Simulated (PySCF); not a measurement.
## Electron correlation in Pt (platinum, neutral)

[Xe] 4f14 5d8 6s1 7s1, high-spin 5F determinant (an excited configuration). Computed with PySCF 2.14 in x2c-TZVPPall with one added diffuse shell each of s, p, d, f type (12s8p8d4f1g, 113 functions), with scalar relativity by spin-free X2C-1e. Frozen: [Xe] 4f14; 10 electrons correlated.

```tsv
level	correlation energy (mhartree)
CCSD	-228.81
(T)	-7.70
CCSD(T)	-236.51
```

Diagnostics: T1 = 0.013, D1 = 0.0560, largest double amplitude 0.030.

Task: Is a single reference adequate?

Result: Yes, within this model without spin-orbit coupling: T1 lies below 0.03 and no double amplitude reaches 0.07.
